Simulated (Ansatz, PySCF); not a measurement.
This Ansatz (a quantum-chemistry and plane-wave program) input computes a B3LYP/def2-TZVPD energy:

Ansatz 0.2 input:
```yaml
crystal:
  periodic: [false, false, false]
  atoms:
    - {symbol: B, position_ang: [0.77817726, -0.09474492, -0.01515003]}
    - {symbol: N, position_ang: [-0.52344474, 0.06373063, 0.01019074]}
    - {symbol: H, position_ang: [1.93787378, -0.23594071, -0.03772771]}
    - {symbol: H, position_ang: [-0.97808876, 0.97067254, 0.12878220]}
    - {symbol: H, position_ang: [-1.18655813, -0.70712167, -0.08663953]}
basis:
  gaussian:
    orbitals: def2-TZVPD
hamiltonian:
  xc: {name: B3LYP}
total_charge: 1
output: {forces: true}
```

Problem. Write an input for the same energy in PySCF and say what it gives.

Solution. 
```python
from pyscf import gto, scf, dft

mol = gto.M(
    atom='''
    B     0.77817726   -0.09474492   -0.01515003
    N    -0.52344474    0.06373063    0.01019074
    H     1.93787378   -0.23594071   -0.03772771
    H    -0.97808876    0.97067254    0.12878220
    H    -1.18655813   -0.70712167   -0.08663953
    ''',
    basis='def2-tzvpd',
    charge=1,
    spin=0,
    verbose=4,
)

mf = dft.RKS(mol, xc='b3lyp').density_fit(auxbasis='def2-universal-jkfit')
mf.grids.level = 3
mf.conv_tol = 1e-9
mf.max_cycle = 100
mf.max_memory = 1500
mf.kernel()
if not mf.converged:
    mf = mf.newton()
    mf.kernel(mf.make_rdm1())
mf.analyze()
```
It gives -81.14571 Eh, and Ansatz -81.14567 Eh, a difference of 0.04 mEh, from the treatment of integrals and grids.
